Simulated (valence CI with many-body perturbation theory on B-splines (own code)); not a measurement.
Pm47+: electric-dipole lines

Level of theory: relativistic CI+MBPT: four valence electrons over a frozen Dirac-Fock core [Ne], radial functions for each j: 11 s, 11 p, 9 d, 7 f, 5 g, 2 h, 1 i, with the one-electron correlation potential Σ1, the two-electron term Σ2, the three-electron term Σ3, Breit, model QED; selected CI, second order for the rest (own B-spline code, finite nucleus).

The last digits are not significant, and no measured levels were compared; by estimate large intervals hold to a few tenths of a per cent, small ones and those within an open d or f shell to about a per cent.

Lines 1 to 50 of 239 in falling wavelength, among levels below 672.82 eV, chosen from the strongest by gf and those to the six lowest levels. Wavelengths and rates use the calculated energies. Electric multipoles are in the length gauge, E1 and E2 with the static RPA response of the core. Weak lines are less certain than strong ones. Lines between different terms over intervals too small for the method are left out, as are lines whose strength nearly cancels. The highest levels of a list are the least certain.

Levels are named by their leading jj configuration (3d3/2^4 stands for four electrons in 3d with j = 3/2), which in mixed levels can hold well under half, so a name can repeat and another be missing. Letters in brackets count levels of one name in rising energy.

```csv
λ vac (Å),Upper,Lower,A (s⁻¹),log gf,Branch %
8337,(3s^2 3p3/2^2) J=2,(3s 3p1/2^2 3p3/2) J=1,5.45e+02,-4.55,0.0
703.1,(3s^2 3p3/2^2) J=0,(3s 3p1/2^2 3p3/2) J=1,8.74e+05,-4.19,2.3
511.6,(3s^2 3p1/2 3d3/2) J=2,(3s^2 3p3/2^2) J=2,2.89e+05,-4.25,0.0
509.9,(3s^2 3p3/2^2) J=2,(3s 3p1/2^2 3p3/2) J=2,9.42e+05,-3.74,3.2
219.8,(3s^2 3p1/2 3d3/2) J=1,(3s^2 3p3/2^2) J=2,1.00e+07,-3.66,0.0
180.8,(3s^2 3p1/2 3d5/2) J=2,(3s^2 3p3/2^2) J=2,6.93e+07,-2.77,0.1
176.3,(3s^2 3p1/2 3d5/2) J=3,(3s^2 3p3/2^2) J=2,4.37e+07,-2.85,0.1
142.9,(3s 3p1/2 3p3/2 3d3/2) J=3 [a],(3s^2 3p3/2 3d3/2) J=2,1.29e+09,-1.56,5.1
124.6,(3s 3p1/2 3p3/2 3d3/2) J=4,(3s^2 3p3/2 3d3/2) J=3,4.66e+09,-1.01,43.9
124.6,(3s 3p1/2^2 3d3/2) J=2,(3s^2 3p1/2 3d3/2) J=1,4.23e+09,-1.31,14.7
122.9,(3s 3p1/2 3p3/2 3d5/2) J=4 [a],(3s^2 3p3/2 3d5/2) J=4,1.54e+09,-1.50,69.0
114.1,(3s 3p1/2 3p3/2 3d5/2) J=4 [b],(3s^2 3p3/2 3d5/2) J=3,3.45e+09,-1.22,2.9
112.8,(3s 3p1/2 3p3/2^2) J=2 [a],(3s^2 3p3/2^2) J=2,6.73e+08,-2.19,0.3
112.6,(3s 3p1/2 3p3/2 3d3/2) J=2 [c],(3s^2 3p3/2 3d3/2) J=2,3.67e+09,-1.46,1.1
110.1,(3s 3p1/2 3p3/2 3d3/2) J=2 [a],(3s 3p1/2 3p3/2^2) J=1 [b],2.14e+09,-1.71,1.2
109.2,(3s 3p1/2 3p3/2 3d3/2) J=3 [b],(3s^2 3p3/2 3d3/2) J=2,1.72e+09,-1.67,0.3
108.4,(3s 3p1/2 3p3/2 3d3/2) J=3 [b],(3s^2 3p3/2 3d3/2) J=3,2.02e+09,-1.60,0.4
106.7,(3s 3p1/2^2 3p3/2) J=2,(3s^2 3p1/2 3p3/2) J=2,6.03e+09,-1.29,43.3
106.4,(3s 3p1/2 3p3/2 3d3/2) J=1 [b],(3s^2 3p3/2 3d3/2) J=0,4.02e+09,-1.69,0.6
105.5,(3s 3p1/2 3p3/2 3d3/2) J=2 [d],(3s^2 3p3/2 3d3/2) J=1,4.14e+09,-1.46,0.5
105.2,(3s 3p1/2 3p3/2 3d5/2) J=5,(3s^2 3p3/2 3d5/2) J=4,1.18e+10,-0.67,100.0
103.5,(3s 3p1/2 3p3/2 3d5/2) J=4 [c],(3s^2 3p3/2 3d5/2) J=3,5.98e+09,-1.06,1.7
102.7,(3s 3p1/2 3p3/2 3d3/2) J=2 [a],(3s 3p1/2 3p3/2^2) J=2 [b],4.02e+09,-1.50,2.2
102.2,(3s 3p1/2 3p3/2^2) J=3,(3s^2 3p3/2^2) J=2,7.64e+09,-1.08,6.8
101.7,(3s 3p1/2 3p3/2 3d5/2) J=3 [a],(3s^2 3p3/2 3d5/2) J=2,6.85e+09,-1.13,3.4
100.8,(3s 3p1/2^2 3d5/2) J=3,(3s^2 3p1/2 3d5/2) J=3,8.66e+09,-1.03,8.7
100.5,(3s 3p1/2 3p3/2 3d3/2) J=3 [c],(3s^2 3p3/2 3d3/2) J=2,2.32e+09,-1.61,0.4
100.2,(3s 3p1/2 3p3/2 3d3/2) J=1 [c],(3s^2 3p3/2 3d3/2) J=1,6.41e+09,-1.54,0.9
100.2,(3s 3p1/2^2 3p3/2) J=2,(3s^2 3p1/2 3p3/2) J=1,7.90e+09,-1.23,56.7
99.89,(3s 3p1/2 3p3/2 3d3/2) J=3 [c],(3s^2 3p3/2 3d3/2) J=3,7.21e+09,-1.12,1.4
99.58,(3s 3p1/2 3p3/2^2) J=1 [a],(3s^2 3p3/2^2) J=0,5.64e+09,-1.60,1.9
99.40,(3s 3p1/2^2 3d5/2) J=3,(3s^2 3p1/2 3d5/2) J=2,1.33e+10,-0.86,13.3
98.95,(3s 3p1/2 3p3/2 3d5/2) J=1 [b],(3s^2 3p3/2 3d5/2) J=1,8.21e+09,-1.44,2.3
98.00,(3s 3p1/2^2 3d3/2) J=1,(3s^2 3p1/2 3d3/2) J=2,1.70e+10,-1.13,57.3
97.22,(3s 3p1/2 3p3/2 3d5/2) J=2 [c],(3s^2 3p3/2 3d5/2) J=1,9.39e+09,-1.18,2.0
94.78,(3s 3p1/2 3p3/2 3d5/2) J=3 [b],(3s^2 3p3/2 3d5/2) J=2,5.69e+09,-1.27,1.7
94.15,(3s 3p1/2^2 3d3/2) J=2,(3s^2 3p1/2 3d3/2) J=2,1.28e+10,-1.07,44.4
93.81,(3p1/2^2 3p3/2^2) J=0,(3s 3p1/2 3p3/2^2) J=1 [b],1.58e+10,-1.68,4.5
93.25,(3s 3p1/2 3p3/2 3d5/2) J=3 [d],(3s^2 3p3/2 3d5/2) J=3,1.16e+10,-0.97,2.0
92.74,(3s 3p1/2^2 3d5/2) J=2,(3s^2 3p1/2 3d5/2) J=3,1.96e+10,-0.90,17.9
92.71,(3s 3p1/2 3p3/2 3d5/2) J=2 [d],(3s^2 3p3/2 3d5/2) J=1,5.48e+09,-1.45,0.6
92.61,(3s 3p1/2 3p3/2 3d5/2) J=2 [c],(3s^2 3p3/2 3d5/2) J=3,4.55e+09,-1.53,1.0
92.58,(3s 3p1/2 3p3/2 3d3/2) J=3 [a],(3s 3p1/2 3p3/2^2) J=2 [b],2.06e+09,-1.73,8.1
92.42,(3s 3p1/2 3p3/2 3d5/2) J=2 [b],(3s^2 3p3/2 3d5/2) J=2,9.26e+09,-1.23,1.7
92.04,(3s 3p1/2 3p3/2 3d3/2) J=2 [b],(3s 3p1/2 3p3/2^2) J=2 [b],5.82e+09,-1.43,2.1
91.55,(3s 3p1/2^2 3d5/2) J=2,(3s^2 3p1/2 3d5/2) J=2,5.30e+09,-1.48,4.8
90.87,(3s 3p1/2 3p3/2 3d5/2) J=4 [b],(3s^2 3p3/2 3d5/2) J=4,4.18e+09,-1.33,3.5
90.66,(3s 3p1/2 3p3/2 3d3/2) J=2 [b],(3s 3p1/2 3p3/2^2) J=1 [a],4.40e+09,-1.57,1.6
89.15,(3s 3p1/2^2 3p3/2) J=1,(3s^2 3p1/2 3p3/2) J=2,2.35e+10,-1.08,11.0
88.50,(3s 3p1/2 3p3/2 3d5/2) J=2 [d],(3s^2 3p3/2 3d5/2) J=3,1.01e+10,-1.23,1.1
```
